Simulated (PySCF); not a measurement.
C3H8MgO. Atoms are numbered in the order given.

```xyz
13

Mg     1.0635    -0.1042     0.0000
C     -1.0319    -0.3892     0.0000
C     -1.6985     0.1643    -1.2597
C     -1.6985     0.1643     1.2597
H     -1.1764    -1.4872     0.0000
H     -2.7906    -0.0245    -1.2619
H     -1.5764     1.2582    -1.3493
H     -1.2975    -0.2806    -2.1858
H     -1.2975    -0.2806     2.1858
H     -2.7906    -0.0245     1.2619
H     -1.5764     1.2582     1.3493
O      2.8198     0.1162     0.0000
H      3.7587     0.2659     0.0000
```

Geometry: PBE0-D3(BJ)/def2-SVP. The structure was generated by enumeration; whether it is a known compound was not checked. The values are those of a single conformer.

These are PBE0-D3(BJ)/def2-SVP in PySCF values and carry that method's errors.

Frequencies are harmonic and unscaled.

```csv
mode,ν (cm⁻¹),IR (km/mol),moving atoms (share of kinetic energy)
1,78,15.5,"O 34 %, C 32 %, Mg 17 %, H 16 %"
2,94,33.8,"Mg 39 %, O 34 %, H 15 %, C 11 %"
3,143,152.1,"H 84 %, O 9 %"
4,149,128.8,H 92 %
5,223,13.6,"Mg 44 %, C 32 %, H 22 %"
6,233,8.4,"H 44 %, Mg 28 %, C 21 %"
7,255,0.0,H 97 %
8,270,1.4,"H 69 %, C 15 %, Mg 8 %"
9,361,13.4,"C 56 %, H 39 %"
10,459,6.2,"C 54 %, H 28 %, O 14 %"
11,817,96.4,"Mg 48 %, O 45 %"
12,903,11.3,"C 61 %, H 37 %"
13,910,2.2,"H 88 %, C 12 %"
14,951,22.8,"H 90 %, C 10 %"
15,985,1.1,"H 76 %, C 24 %"
16,1112,7.2,"C 70 %, H 30 %"
17,1164,3.3,"C 55 %, H 45 %"
18,1191,6.9,"H 64 %, C 36 %"
19,1322,0.5,"H 76 %, C 24 %"
20,1382,0.6,"H 78 %, C 22 %"
21,1396,5.0,"H 80 %, C 20 %"
22,1451,0.5,H 97 %
23,1467,6.9,H 96 %
24,1473,7.1,H 96 %
25,1481,6.1,H 97 %
26,2996,92.0,H 96 %
27,2997,43.0,H 96 %
28,3022,13.4,H 93 %
29,3076,53.0,"H 91 %, C 9 %"
30,3077,7.6,"H 91 %, C 9 %"
31,3113,18.1,"H 91 %, C 9 %"
32,3114,37.2,"H 91 %, C 9 %"
33,4097,109.7,H 94 %
```
